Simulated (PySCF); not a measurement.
**Assignment exercise: C₂H₈O₃Si**

Geometry:
```
atom   x (Å)   y (Å)   z (Å)
  C1  -2.336  -0.060  -0.371
  O2  -0.966  -0.309  -0.206
  C3  -0.240   0.834   0.223
 Si4   1.556   0.254   0.449
  O5   2.055  -0.595  -0.847
  O6   2.469   1.589   0.545
  H7  -2.510   0.715  -1.129
  H8  -2.792  -0.994  -0.697
  H9  -2.798   0.264   0.571
 H10  -0.669   1.219   1.156
 H11  -0.333   1.635  -0.522
 H12   1.694  -0.566   1.651
 H13   1.463  -1.242  -1.221
 H14   3.406   1.536   0.375
```

Theoretical values (PySCF 2.14): shielding tensors at PBE0/pcSseg-1 (GIAO), geometry: GFN2-xTB. Non-relativistic Hamiltonian, single conformer, in vacuum, one averaged value for each set of equivalent atoms.

Shifts are taken against calculated references (same method and geometry level): ¹³C and ¹H against TMS.

Problem. Assign these signals to the numbered atoms. ¹³C{¹H} NMR (computed): δ 68.8 (CH2), 65.6 (CH3).

Solution. 
```tsv
δ (ppm)	atoms	environment	reason
68.8	C3	sp3 CH2 bonded to O and Si	deshielded by the electronegative neighbour
65.6	C1	methyl carbon bonded to O	the inductive effect lowers its shielding
```

Problem. Assign these signals to the numbered atoms. ¹H NMR (400 MHz, computed): δ 5.15 (t, 1H), 3.45 (s, 3H), 3.03 (d, 2H), 2.03 (br s, 2H).

Solution. 
| δ (ppm) | atoms | environment | reason |
| --- | --- | --- | --- |
| 5.15 | H12 | hydrogen on a silicon bonded to C, 2 O | – |
| 3.45 | H7/H8/H9 | hydrogen on a methyl carbon bonded to O | its carbon carries O, which withdraws density |
| 3.03 | H10/H11 | hydrogen on an sp3 CH2 bonded to O and Si | its carbon carries O, an electronegative neighbour |
| 2.03 | H13/H14 | hydrogen on an oxygen bonded to Si | labile proton, position sensitive to the medium |

Exchangeable OH/NH protons stand at their gas-phase positions; hydrogen bonding in a real sample shifts them, mostly to higher δ. Shifts are as computed. Against solution values, carbons near 30 ppm lie about +3 ppm off and those near 130 ppm about +5 ppm. Of 1211 compounds with measured shifts, 218 miss one by over three times the rms of a fit or turn the order of signals round; such compounds aren't used in these exercises. No couplings were computed; multiplicities are counted from neighbouring protons, with m where these are inequivalent, close in shift, in a saturated or five-membered ring or joined by F or P, and br s for small geminal =CH2 splittings.
